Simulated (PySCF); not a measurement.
This script is equivalent to a calculation on Ca (calcium, neutral).

```python
from pyscf import gto, scf, dft, mp, cc
import basis_set_exchange as bse
mol = gto.M(atom="Ca 0 0 0", charge=0, spin=0, symmetry="D2h",
            basis=gto.basis.parse(bse.get_basis("x2c-SVPall", elements=["Ca"], fmt="nwchem", header=False)),
            nucmod="G")
mf = dft.UKS(mol, xc="LDA,VWN").sfx2c1e()
mf.irrep_nelec = {'Ag': (4, 4), 'B1u': (2, 2), 'B2u': (2, 2), 'B3u': (2, 2)}
mf.kernel()
```

(1) What total energy does it give?

(2) Which occupied shell lies highest, and where?

Results:

(1) -678.472 hartree (calculated).

(2) 4s, at -3.892 eV.
